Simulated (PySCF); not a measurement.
# A survey of ³³S NMR shifts

Computational details: structure optimised with GFN2-xTB, NMR shieldings at PBE0/pcSseg-1/GIAO, in PySCF 2.14.0 with density-fitted response routines (one conformer, averaged over atoms made equivalent by symmetry, fast rotation or ring inversion, in vacuum, relativity neglected).

Shieldings were converted by a linear fit to measured shifts: ³³S: δ = 158.28 − 0.937σ (rms 33.3 ppm, 20 shifts vs sulfate, solution or neat liquid). Occasional misses reach two or three times the rms, and more in compound classes unlike the fitted ones.

Question: Give the ³³S shifts of `O=S1CCC1`, `CS(=O)(=O)CC(F)(F)C(F)(F)F`.

Answer: 
```json
{"compound": "O=S1CCC1", "environment": "sulfoxide sulfur", "δ (ppm)": "18"}
{"compound": "CS(=O)(=O)CC(F)(F)C(F)(F)F", "environment": "sulfone sulfur", "δ (ppm)": "-49"}
```

Question: Match the shifts 544, 18, -39, -298, -422, -581 ppm to `CN[C@H]1C=CSC[SiH2]1`, `COCCS[SiH](O)O`, `CO[SiH2]CS(C)(=O)=O`, `O=S1CCC1`, `CO[Si@@H]1CO[Si@H]1S[SiH3]`, `CC(=S)[C@@H]1CN[SiH2]C1`.

Answer: 544: CC(=S)[C@@H]1CN[SiH2]C1 (thione sulfur); 18: O=S1CCC1 (sulfoxide sulfur); -39: CO[SiH2]CS(C)(=O)=O (sulfone sulfur); -298: CN[C@H]1C=CSC[SiH2]1 (sulfide sulfur); -422: COCCS[SiH](O)O (sulfur bonded to C, Si); -581: CO[Si@@H]1CO[Si@H]1S[SiH3] (sulfur bonded to 2 Si).
